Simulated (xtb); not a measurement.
Sb(Ph)3(OAcr)2 (C₂₄H₂₁O₄Sb), SMILES c1ccc[c](c1)[Sb]([O]C(C=C)=O)([c]1ccccc1)([O]C(=O)C=C)[c]1ccccc1. All values are semi-empirical tight-binding results from xtb (GFN2-xTB unless named), good for trends rather than for accurate numbers. Geometry optimised at GFN2-xTB. Other conformers were not sampled.

Optimised geometry:

```xyz
50

Sb     0.0494    -0.0079    -0.0357
C     -1.7453     0.2221     1.1189
C     -2.1644    -0.7933     1.9656
C     -3.3186    -0.6426     2.7164
C     -4.0593     0.5239     2.6234
C     -3.6439     1.5393     1.7783
C     -2.4892     1.3891     1.0281
H     -1.5901    -1.7077     2.0193
H     -3.6407    -1.4363     3.3753
H     -4.9594     0.6417     3.2094
H     -4.2202     2.4505     1.7041
H     -2.1482     2.1847     0.3804
C     -0.5773     0.4019    -2.0525
C     -1.9391     0.4266    -2.3068
C     -2.3831     0.6488    -3.6009
C     -1.4712     0.8369    -4.6261
C     -0.1121     0.7974    -4.3620
C      0.3412     0.5751    -3.0713
H     -2.6470     0.2662    -1.5023
H     -3.4435     0.6714    -3.8074
H     -1.8213     1.0089    -5.6336
H      0.5986     0.9348    -5.1639
H      1.3974     0.5291    -2.8484
C      1.5334    -0.5242     1.4341
C      1.2128    -0.3143     2.7657
C      2.1546    -0.5963     3.7426
C      3.4035    -1.0773     3.3860
C      3.7171    -1.2712     2.0510
C      2.7822    -0.9904     1.0671
H      0.2384     0.0742     3.0371
H      1.9120    -0.4362     4.7833
H      4.1350    -1.2953     4.1506
H      4.6947    -1.6373     1.7730
H      3.0137    -1.1235     0.0202
O      0.3611     2.1706     0.4287
C      1.4924     2.3340    -0.1250
O      2.0515     1.4158    -0.7352
C      2.1422     3.6611    -0.0247
C      1.6037     4.6603     0.6563
H      3.0865     3.7446    -0.5423
H      0.6604     4.5277     1.1604
H      2.0761     5.6251     0.7344
O     -0.6318    -2.1412    -0.2637
C      0.2916    -2.5648    -1.0255
O      1.2284    -1.8362    -1.3719
C      0.2287    -3.9655    -1.5025
C     -0.7672    -4.7766    -1.1825
H      1.0530    -4.2676    -2.1317
H     -1.5703    -4.4289    -0.5535
H     -0.8156    -5.7946    -1.5308
```
Charge 0, spin multiplicity 1.

For metal compounds this method's bond lengths and energies can be far off.

- point group as xtb finds it: C2
- orbital gap: 3.18 eV
- zero-point energy: 233.0 kcal/mol
- G − E(el) at 298.15 K (modified RRHO): 195.9 kcal/mol

Give the atomic charges and the Wiberg bond orders between heavy atoms. (An estimate is asked for; the answer gives what the named calculation found.)

charges (e) Sb1 0.41, C2 -0.01, C3 -0.02, C4 -0.03, C5 -0.03, C6 -0.03, C7 -0.02, H8 0.05, H9 0.04, H10 0.04, H11 0.04, H12 0.05, C13 0.02, C14 -0.02, C15 -0.03, C16 -0.03, C17 -0.03, C18 -0.01, H19 0.06, H20 0.04, H21 0.04, H22 0.05, H23 0.09, C24 0.02, C25 -0.02, C26 -0.03, C27 -0.03, C28 -0.03, C29 -0.01, H30 0.06, H31 0.04, H32 0.04, H33 0.05, H34 0.09, O35 -0.45, C36 0.37, O37 -0.42, C38 -0.06, C39 -0.06, H40 0.06, H41 0.07, H42 0.06, O43 -0.45, C44 0.37, O45 -0.42, C46 -0.06, C47 -0.06, H48 0.06, H49 0.07, H50 0.06. Bond orders Sb1–C2 0.77, C2–C3 1.42, C3–C4 1.44, C4–C5 1.44, C5–C6 1.44, C2–C7 1.42, C6–C7 1.44, Sb1–C13 0.73, C13–C14 1.41, C14–C15 1.43, C15–C16 1.44, C16–C17 1.44, C13–C18 1.42, C17–C18 1.43, Sb1–C24 0.73, C24–C25 1.41, C25–C26 1.43, C26–C27 1.44, C27–C28 1.44, C24–C29 1.42, C28–C29 1.43, Sb1–O35 0.46, O35–C36 1.35, C36–O37 1.53, C36–C38 1.00, C38–C39 1.94, Sb1–O43 0.46, O43–C44 1.35, C44–O45 1.53, C44–C46 1.00, C46–C47 1.94.
